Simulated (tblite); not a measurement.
Compound: C5H4FGaO2.
Bonds: C1–C2 (triple), C2–C3, C3–C4 (double), C4–F5, C4–C6, C6–O7 (double), O7–Ga8, Ga8–O9, C3–O9. Hydrogens: H10 on C1; H11 on C6; H12, H13 on Ga8.
Bond orders are those of one Lewis drawing.

Computed with GFN2-xTB (tblite), gas phase: L-BFGS steps from a force-field or distance-geometry start until the largest atomic force falls under 0.01 eV/Å.

Geometry at step 6:
```
atom  x, y, z in Å
C1      2.5544   -1.8557   -1.1278
C2      1.6188   -1.2097   -0.7386
C3      0.4859   -0.4740   -0.2790
C4      0.6980    0.8307    0.1989
F5      1.9751    1.2744    0.1791
C6     -0.2526    1.7125    0.6869
O7     -1.4932    1.4796    0.7831
Ga8    -2.3509   -0.2005    0.3046
O9     -0.6638   -1.0214   -0.3084
H10     3.3732   -2.4217   -1.4645
H11     0.0887    2.7027    1.0214
H12    -3.2789    0.0547   -0.8608
H13    -2.7590   -0.8712    1.5873
```

Question: Give the atomic forces at this geometry.

Answer: 
```
atom  Fx (eV/Å)  Fy (eV/Å)  Fz (eV/Å)
  C1     -0.026     -0.020      0.003
  C2     -0.101      0.040      0.026
  C3     -0.163      0.055      0.078
  C4      0.099      0.086      0.012
  F5      0.303      0.183      0.018
  C6      0.080     -0.037     -0.027
  O7     -0.063     -0.237     -0.098
 Ga8      0.135     -0.003     -0.085
  O9     -0.210      0.182      0.062
 H10      0.018      0.022     -0.002
 H11      0.102     -0.098     -0.058
 H12     -0.109      0.051     -0.306
 H13     -0.067     -0.225      0.376
```

The largest, 0.44 eV/Å, acts on H13; the rms over all components is 0.135 eV/Å. The forces sum to zero within rounding, as they must for an isolated molecule in no field.

Question: Give the force on H13 in Eh/bohr and in nN.

Answer: 0.443 eV/Å ÷ 51.422 = 0.00862 Eh/bohr, and 0.443 eV/Å × 1.602 = 0.71 nN.

Question: How far is this geometry from the end of the optimisation?

Answer: 0.049 eV above it, and 0.056 Å rms away after alignment. The bonds farthest from their final lengths, with half the difference of the two atoms' forces along the bond (positive lengthens):

| bond | now (Å) | final (Å) | force along bond (eV/Å) |
| --- | --- | --- | --- |
| Ga8–O9 | 1.974 | 1.933 | -0.21 |
| Ga8–H13 | 1.504 | 1.534 | +0.27 |
| Ga8–H12 | 1.511 | 1.534 | +0.16 |
| O7–Ga8 | 1.946 | 1.955 | -0.15 |
| C4–F5 | 1.352 | 1.356 | +0.11 |
| C2–C3 | 1.427 | 1.425 | +0.04 |

The angle farthest from its final value is C3–O9–Ga8, 125.8° against 130.4°.

Of the 3 listed bonds off by 0.010 Å or more, this force points towards the final length in 3.

What follows is the cost of the whole relaxation. On one thread of an Arm Neoverse V1, on a shared host, this took 0.29 s.
